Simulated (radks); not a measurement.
Task: The platinum ion Pt9+ is in [Xe] 4f14 5d1. All-electron calculation, non-relativistic Kohn-Sham, PBE, spin-polarised, spherical densities, point nucleus. Program: a radial shooting solver on a logarithmic mesh with Libxc functionals. Open shells are filled with parallel spins first. One electron is removed from 5s, 5d, 5p, 4f in turn, with full relaxation. Which removal costs least, and what does each cost?

Result: 5d 145.66 eV; 5p 197.97 eV; 5s 229.87 eV; 4f 247.28 eV. The 5d electron leaves first.
